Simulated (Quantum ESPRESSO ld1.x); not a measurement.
Species: Tb54+. Configuration: [Ne] 3s1.

Calculated with ld1.x of Quantum ESPRESSO 7.5: scalar-relativistic Kohn-Sham, LDA (Slater exchange, VWN5 correlation), spin-polarised, spherical densities, point nucleus; open shells are filled with parallel spins first.

Energy parts (eV):
part                     energy
total                 -231333.3
kinetic                254002.9
electron-nucleus      -502546.7
Hartree                 20251.3
exchange-correlation    -3040.8

Orbitals (lengths in bohr, moments of r in powers of bohr):
| orbital | occ. | eigenvalue (eV) | <r^2> |
|---|---|---|---|
| 1s up | 1 | -56016.9 | 0.0006312 |
| 1s down | 1 | -56012.8 | 0.0006312 |
| 2s up | 1 | -12544.1 | 0.009559 |
| 2s down | 1 | -12539.7 | 0.009550 |
| 2p up | 3 | -11633.2 | 0.007647 |
| 2p down | 3 | -11629.3 | 0.007640 |
| 3s up | 1 | -5183.73 | 0.05259 |
| 3s down | 0 | -5157.11 | 0.05257 |
| 3p up | 0 | -4910.97 | 0.05029 |
| 3p down | 0 | -4885.54 | 0.05024 |
| 3d up | 0 | -4656.62 | 0.03854 |
| 3d down | 0 | -4636.72 | 0.03836 |
| 4s up | 0 | -2800.02 | 0.1755 |
| 4s down | 0 | -2788.63 | 0.1766 |

The highest occupied level is 3s up at -5183.7 eV. The density falls to 0.001 e/bohr^3 at r = 0.57 bohr.
